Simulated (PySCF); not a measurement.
BeMe(CN): computed shieldings and shifts

BeMe(CN), C2H3BeN, point group C3v.

Cartesian coordinates in Å; atom numbers follow the order of the lines, from 1:
```xyz
7

Be    0.0041    0.0091   -0.4864
C    -0.0024   -0.0122    1.1759
H     0.7668    0.6530    1.6070
H     0.1910   -1.0224    1.5787
H    -0.9723    0.3141    1.5918
C     0.0045    0.0230   -2.1526
N     0.0083    0.0355   -3.3144
```

GIAO calculations in PySCF 2.14.0 with density-fitted response routines on the PBE0-D3(BJ)/def2-SVP structure: isolated species, non-relativistic, equivalent atoms averaged; basis pcSseg-1.

**Question.** Give the isotropic shieldings (ppm) with PBE0, wB97X-D.

**Answer.** 
| atoms | environment | PBE0 | wB97X-D |
| --- | --- | --- | --- |
| N7 | nitrogen bonded to C | -103.1 | -103.7 |
| C6 | carbon bonded to Be, N | 51.8 | 52.0 |
| C2 | carbon bonded to Be, 3 H | 196.4 | 197.9 |
| Be1 | Be bonded to 2 C | 89 | 92 |
| H3/H4/H5 | hydrogen on a carbon bonded to Be | 31.56 | 31.70 |
| HOMO–LUMO gap (eV) | – | 7.93 | 11.72 |

**Question.** And the chemical shifts, against references computed in the same way?

**Answer.** 
| atoms | nucleus, reference | PBE0 | wB97X-D |
| --- | --- | --- | --- |
| N7 | 15N, NH3 | 368.8 | 367.7 |
| C6 | 13C, TMS | 132.6 | 132.6 |
| C2 | 13C, TMS | -12.0 | -13.4 |
| H3/H4/H5 | 1H, TMS | -0.29 | -0.32 |

**Question.** Which part of the shielding of N7 depends on the functional?

**Answer.** Diamagnetic: PBE0 337, wB97X-D 337 ppm; paramagnetic: PBE0 -440, wB97X-D -441 ppm.

**Question.** What couplings does B3LYP/pcJ-1 give?

**Answer.** 1J(C2,H3) = 123.1, 1J(C6,N7) = -15.3, 2J(H3,H4) = -16.9, 2J(C2,C6) = 8.9 Hz (averaged over equivalent pairs; isotopes 13C, 1H, 15N).

Experimental scales use liquid or dissolved standards, which lie at an offset from isolated NH3 (liquid NH3: subtract about 20 ppm). Unscaled 15N shifts of sp2 nitrogen come out 20 to 40 ppm too high even then.
